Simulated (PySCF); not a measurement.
Substituent effects on chemical shifts

Parent skeleton `[CH2:1]1[CH2:2][NH:3][SiH2:4][CH2:5]1`; one hydrogen on atom 3 is replaced by X. Hydrogens on one atom are averaged.

Method: PBE0/pcSseg-1 with gauge-including orbitals, coordinates at the GFN2-xTB level, in PySCF (relativity neglected, one computed conformer, averaged over atoms made equivalent by symmetry, fast rotation or ring inversion, no solvent).

Chemical shifts δ = σref − σ; ¹³C and ²⁹Si and ¹H against TMS; NH3 for ¹⁵N, all at this level.

Parent (X = H): C1 29.2, C2 50.8, N3 23.1, Si4 -28.8, C5 10.6, H(C1) 1.86, H(C2) 3.24, H(Si4) 4.89, H(C5) 0.99 ppm. Effects are Δδ = δ(X) − δ(H), positive for deshielding.

Known members:
| X | C1 | C2 | N3 | Si4 | C5 | H(C1) | H(C2) | H(Si4) | H(C5) |
| --- | --- | --- | --- | --- | --- | --- | --- | --- | --- |
| CHO | +0.6 | -4.1 | +114.0 | +0.0 | -1.4 | +0.09 | +0.14 | +0.04 | -0.07 |
| vinyl | -0.8 | -0.6 | +66.5 | +5.5 | +0.7 | +0.16 | -0.23 | +0.06 | +0.13 |
| tBu | +0.9 | -0.1 | +31.5 | -9.1 | +0.7 | +0.00 | -0.26 | +0.15 | -0.05 |
| nPr | +1.0 | +1.7 | +6.8 | +6.0 | +1.2 | +0.13 | -0.35 | +0.08 | +0.05 |
| cPr | -0.1 | +6.5 | +23.5 | -8.6 | -0.2 | +0.08 | -0.29 | -0.20 | -0.08 |

Four more derivatives gave (Δδ, ppm):
| compound | C1 | C2 | N3 | Si4 | C5 | H(C1) | H(C2) | H(Si4) | H(C5) |
| --- | --- | --- | --- | --- | --- | --- | --- | --- | --- |
| 1 | -0.3 | +5.8 | +37.2 | -8.9 | +0.1 | +0.06 | -0.44 | +0.10 | -0.03 |
| 2 | +0.3 | +5.5 | +20.3 | -2.9 | +1.8 | +0.06 | -0.32 | -0.03 | +0.07 |
| 3 | +0.5 | +8.2 | +2.3 | +2.0 | +1.9 | +0.09 | -0.44 | -0.07 | +0.06 |
| 4 | +0.6 | +1.9 | +11.0 | +1.6 | +1.8 | +0.09 | -0.30 | +0.11 | +0.09 |

Q: Their substituents are C2H5, CH3, allyl, cBu. Which is which?

A: 1: X = cBu (C1CC(N2CCC[SiH2]2)C1); 2: X = C2H5 (CCN1CCC[SiH2]1); 3: X = CH3 (CN1CCC[SiH2]1); 4: X = allyl (C=CCN1CCC[SiH2]1).

Experimental scales use liquid or dissolved standards, which lie at an offset from isolated NH3 (liquid NH3: subtract about 20 ppm).
